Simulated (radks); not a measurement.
Task: Ionisation of the erbium ion Er+, [Xe] 4f12 6s1, to [Xe] 4f12 as the strength of local exchange is varied. Method: Dirac Kohn-Sham, Slater X-alpha exchange (alpha = 2/3 is LDA exchange), no correlation, spin-unpolarised, spherical densities, point nucleus; open shells fill j = l - 1/2 first; computed with a radial shooting solver on a logarithmic mesh with Libxc functionals.

| alpha | E(Er+) (hartree) | exchange (hartree) | IE (eV) | -e of the level emptied (eV) | <r> of it (bohr) |
|---|---|---|---|---|---|
| 0.566 | -13044.6049 | -223.2326 | 10.789 | 7.935 (6s1/2) | 3.738 |
| 0.726 | -13107.8804 | -287.8851 | 11.571 | 8.730 (6s1/2) | 3.614 |
| 0.776 | -13127.7238 | -308.2252 | 11.827 | 8.993 (6s1/2) | 3.576 |
| 0.869 | -13164.7202 | -346.2295 | 12.314 | 9.496 (6s1/2) | 3.506 |
| 0.941 | -13193.4407 | -375.8051 | 12.702 | 9.899 (6s1/2) | 3.453 |
| 0.946 | -13195.4377 | -377.8639 | 12.729 | 9.927 (6s1/2) | 3.450 |
| 0.972 | -13205.8273 | -388.5801 | 12.872 | 10.075 (6s1/2) | 3.431 |
| ? | -13084.5079 | -263.9670 | 11.276 | 8.428 (6s1/2) | 3.659 |

Which alpha was used in the last row?

Result: alpha = 0.667. NIST Atomic Spectra Database: 11.92 eV (semi-empirical). The Delta-SCF value meets it near alpha = 0.79. Spin polarisation and multiplet splitting are left out, so open shells lie too high by an amount that depends on their filling.

Beside tabulated values, note that spin-unpolarised runs miss the spin-polarisation part of the exchange energy of open shells.
